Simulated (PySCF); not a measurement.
# Spinor energies of Tc(40+) (technetium, charge +40)

Start: [He] 2s1; 2s1/2 filled at m_j = +1/2. Calculated with PySCF 2.14 in an uncontracted even-tempered set (17 s from 19 bohr⁻², ratio 2.4; 12 p from 25 bohr⁻², ratio 2.4; 5 d from 77 bohr⁻², ratio 2.6; 4 f from 120 bohr⁻², ratio 2.6): generalised Hartree-Fock with the X2C-1e Hamiltonian and a Gaussian nucleus; one run each with spin-orbit coupling (SO) switched off, then screened by Boettger's factors.

| spinor shell | electrons | ε, spin-free (eV) | ε, screened SO (eV) | weight of nominal j (screened SO) | rms radius, screened SO (bohr) |
| --- | --- | --- | --- | --- | --- |
| 1s1/2 | 2 | -24802.4 | -24802.4 | 1.000 | 0.0390 |
| 2s1/2 | 1 | -6012.2 | -6012.2 | 1.000 | 0.150 |

| quantity | spin-free | screened SO |
| --- | --- | --- |
| E (hartree) | -2089.47225 | -2089.47225 |
| M_J | 1/2 | 1/2 |
| ⟨J²⟩ | 0.750 | 0.750 |
| ⟨L²⟩ | 0.000 | 0.000 |
| ⟨S²⟩ | 0.750 | 0.750 |

Each row is a mean over spinors that exchange with the open shell spreads, by up to 28.484 eV (1s1/2).

Breit and QED terms are absent; they matter most for the inner s and p1/2 levels.

Densities and radii are taken from the X2C orbitals without a picture-change correction, which distorts them close to the nucleus.

Without spin-orbit coupling the j labels of p, d and f shells carry no meaning; the spin-free column gives the mean over the occupied spinors of each nl shell.
